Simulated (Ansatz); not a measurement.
# A geometry optimisation of FGaH4Sn with PBE0-D3(BJ)/def2-SVP

The starting geometry of this gas-phase singlet was optimised with GFN2-xTB.

```xyz
7

F    -0.7880    1.0350   -0.8277
Ga   -0.3851    0.6208    0.8966
Sn    1.3835    0.0623   -1.7283
H     1.3054   -0.4854    0.1700
H     0.1836    1.8202    1.6631
H    -1.3534   -0.4597    1.4160
H     2.2369    1.5281   -1.1089
```

**Question.** Predict what it relaxes into with PBE0-D3(BJ)/def2-SVP.

**Answer.** New bonds form, giving a structure with F1 bridging Ga2 and Sn3, H4 bridging Sn3 and Ga2, given below by its coordinates. Contacts that close: F1–Sn3 (2.54 → 2.18 Å), Ga2–H4 (2.15 → 1.76 Å).

The energy falls by 0.46 eV over 9 steps:

| step | E − E(last) (eV) |
| --- | --- |
| 1 | 0.463 |
| 2 | 0.130 |
| 3 | 0.047 |
| 4 | 0.012 |
| 5 | 0.001 |
| 6 | 0.001 |
| 7 | 0.000 |
| 8 | 0.000 |
| 9 | 0.000 |

Final geometry (Å):

```xyz
7

F    -0.5767    1.0354   -0.9095
Ga   -0.2677    0.5505    0.9313
Sn    1.2395    0.0615   -1.6345
H     1.1263   -0.3284    0.3006
H     0.2237    1.8234    1.6807
H    -1.3228   -0.5385    1.2967
H     2.1606    1.5174   -1.1845
```

Frequencies at the end are all real (lowest 172 cm⁻¹). Atoms past krypton carry core potentials, without spin–orbit terms. Run with Ansatz 0.2.0, 30 s on 2 threads of Intel(R) Xeon(R) Platinum 8259CL CPU @ 2.50GHz (Skylake/Cascade Lake), on a shared host.
